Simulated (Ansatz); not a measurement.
A run for Ansatz (a program for electronic structure): U-r2SCAN/def2-TZVPP on TcH, 2S+1 = 5, a spin state set in the input, which need not be the lowest, a point of a bond scan (R = 1.648 Å). Elements past Kr take the def2 small-core potentials; no spin–orbit coupling.

Ansatz 0.2 input:
```yaml
crystal:
  periodic: [false, false, false]
  atoms:
    - {symbol: Tc, position_ang: [0.00000000, 0.00000000, 0.00000000]}
    - {symbol: H, position_ang: [0.00000000, 0.00000000, 1.64791200]}
basis:
  gaussian:
    orbitals: def2-TZVPP
    pivot_positions_ang: [[0.00000000, 0.00000000, 0.00000000], [0.00000000, 0.00000000, 1.64791200]]
hamiltonian:
  xc: {name: r2SCAN}
magnetization: {spin_polarized: true, initial_magnetization: 4}
output: {forces: true, orbitals: {seedname: ./end}}
```

The head of its log:

```
WARN ansatz: RAYON_NUM_THREADS=2 ignored (pool sized by the plan → 2); use --threads N
Functional definition: r2SCAN
integrals: 0.01 GiB planned
389 factors; their error is unknown
mean field: 0.21 GiB planned
mean field evaluation 1: about -2209.6993 eV, gradient 2.7e1 eV
mean field evaluation 2: about -2196.1264 eV, gradient 5.8e1 eV
```

Problem. Predict the final total energy.

Solution. -81.3379 hartree.
